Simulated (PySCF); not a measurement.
C4CoO4, doublet, geometry from GFN2-xTB (such geometries of metal compounds can be far from the true shape) (the multiplicity is a formal guess); PySCF with DF-BLYP/6-31G.

PySCF was given this input:
```python
from pyscf import gto, scf, dft

mol = gto.M(
    atom='''
Co   -0.000000    0.000000   -0.000000
O     1.343801    1.245034   -2.271028
C     0.860997    0.750185   -1.361262
O    -0.107426   -1.323677    2.598041
C    -0.016987   -0.803870    1.584498
O    -0.439820   -2.495032   -1.447360
C    -0.314094   -1.506427   -0.888342
O    -0.796556    2.573675    1.120346
C    -0.529917    1.560112    0.665106
''',
    basis='6-31g',
    charge=0,
    spin=1,
    verbose=4,
)

mf = dft.UKS(mol)
mf.xc = 'blyp'
mf.conv_tol = 1e-11
mf = mf.density_fit(auxbasis='def2-universal-jkfit')
mf.kernel()
```

**Question.** What does PySCF print? Leave out banner, timings and long lists.

**Answer.** 
```
PySCF version 2.14.0

[INPUT] verbose = 4
[INPUT] num. atoms = 9
[INPUT] num. electrons = 83
[INPUT] charge = 0
[INPUT] spin (= nelec alpha-beta = 2S) = 1
[INPUT] symmetry False subgroup None
[INPUT] Mole.unit = angstrom
[INPUT] Symbol           X                Y                Z      unit          X                Y                Z       unit  Magmom
[...]
nuclear repulsion = 603.394855834264
number of shells = 51
number of NR pGTOs = 266
number of NR cGTOs = 99
basis = 6-31g
ecp = {}

******** <class 'pyscf.df.df_jk.DFUKS'> ********
method = DFUKS
initial guess = minao
damping factor = 0
level_shift factor = 0
DIIS = <class 'pyscf.scf.diis.CDIIS'>
diis_start_cycle = 1
diis_space = 8
diis_damp = 0
SCF conv_tol = 1e-11
SCF conv_tol_grad = None
SCF max_cycles = 50
direct_scf = False
number electrons alpha = 42  beta = 41
XC library pyscf.dft.libxc version 7.1.2
    S. Lehtola, C. Steigemann, M. J. T. Oliveira, and M. A. L. Marques,  SoftwareX 7, 1–5 (2018)
XC functionals = blyp
    A. D. Becke,  Phys. Rev. A 38, 3098 (1988)
    C. Lee, W. Yang, and R. G. Parr,  Phys. Rev. B 37, 785 (1988)
    B. Miehlich, A. Savin, H. Stoll, and H. Preuss,  Chem. Phys. Lett. 157, 200 (1989)
radial grids:
    Treutler-Ahlrichs [JCP 102, 346 (1995); DOI:10.1063/1.469408] (M4) radial grids

becke partition: Becke, JCP 88, 2547 (1988); DOI:10.1063/1.454033
pruning grids: <function nwchem_prune>
grids dens level: 3
symmetrized grids: False
atomic radii adjust function: <function treutler_atomic_radii_adjust>
small_rho_cutoff = 0
Set gradient conv threshold to 3.16228e-06
tot grids = 133704
init E= -1836.3205086453

cycle= 1 E= -1817.41856330743  delta_E= 18.9  |g|= 4.73  |ddm|= 4.26
cycle= 2 E= -1732.1234221845  delta_E= 85.3  |g|= 9.87  |ddm|= 40.5
cycle= 3 E= -1824.08299996431  delta_E=  -92  |g|= 5.38  |ddm|= 39.2
cycle= 4 E= -1832.40676223072  delta_E= -8.32  |g|= 3.13  |ddm|= 4.02
cycle= 5 E= -1831.46127430508  delta_E= 0.945  |g|= 3.65  |ddm|= 1.76
cycle= 6 E= -1832.32666680626  delta_E= -0.865  |g|= 3.44  |ddm|= 0.648
cycle= 7 E= -1832.47756028605  delta_E= -0.151  |g|= 3.44  |ddm|= 0.278
cycle= 8 E= -1834.04637155319  delta_E= -1.57  |g|= 2.56  |ddm|= 0.812
cycle= 9 E= -1835.58297869245  delta_E= -1.54  |g|= 0.737  |ddm|= 1.77
cycle= 10 E= -1833.7013294362  delta_E= 1.88  |g|=  2.8  |ddm|= 1.88
cycle= 11 E= -1835.82816485248  delta_E= -2.13  |g|= 0.232  |ddm|= 1.35
cycle= 12 E= -1835.83634175818  delta_E= -0.00818  |g|= 0.157  |ddm|= 0.209
cycle= 13 E= -1835.84404065286  delta_E= -0.0077  |g|= 0.084  |ddm|= 0.132
cycle= 14 E= -1835.84507534542  delta_E= -0.00103  |g|= 0.0696  |ddm|= 0.0807
cycle= 15 E= -1835.84625935509  delta_E= -0.00118  |g|= 0.0299  |ddm|= 0.0299
cycle= 16 E= -1835.84648542371  delta_E= -0.000226  |g|= 0.00522  |ddm|= 0.0126
cycle= 17 E= -1835.84649056757  delta_E= -5.14e-06  |g|= 0.00355  |ddm|= 0.00467
cycle= 18 E= -1835.84649435169  delta_E= -3.78e-06  |g|= 0.00127  |ddm|= 0.00253
cycle= 19 E= -1835.84649488955  delta_E= -5.38e-07  |g|= 0.00102  |ddm|= 0.00168
cycle= 20 E= -1835.84649517766  delta_E= -2.88e-07  |g|= 0.000333  |ddm|= 0.000686
cycle= 21 E= -1835.84649523058  delta_E= -5.29e-08  |g|= 9.01e-05  |ddm|= 0.000411
cycle= 22 E= -1835.84649523102  delta_E= -4.42e-10  |g|= 0.000104  |ddm|= 0.000144
cycle= 23 E= -1835.84649523518  delta_E= -4.16e-09  |g|= 5.5e-05  |ddm|= 0.000106
cycle= 24 E= -1835.84649523642  delta_E= -1.24e-09  |g|= 2.53e-05  |ddm|= 6.35e-05
cycle= 25 E= -1835.84649523659  delta_E= -1.69e-10  |g|= 9.16e-06  |ddm|= 2.9e-05
cycle= 26 E= -1835.84649523661  delta_E= -2.09e-11  |g|= 7.65e-06  |ddm|= 1.21e-05
cycle= 27 E= -1835.84649523663  delta_E= -2.41e-11  |g|= 2.79e-06  |ddm|= 6.52e-06
cycle= 28 E= -1835.84649523661  delta_E= 1.86e-11  |g|= 4.15e-06  |ddm|= 5.9e-06
cycle= 29 E= -1835.84649523663  delta_E= -1.55e-11  |g|= 1.11e-06  |ddm|= 4.34e-06
cycle= 30 E= -1835.84649523662  delta_E= 6.37e-12  |g|= 4.63e-07  |ddm|= 1.66e-06
Extra cycle  E= -1835.84649523661  delta_E= 9.09e-12  |g|= 4.86e-06  |ddm|= 2.44e-06
converged SCF energy = -1835.84649523661  <S^2> = 0.75123977  2S+1 = 2.0012394
```
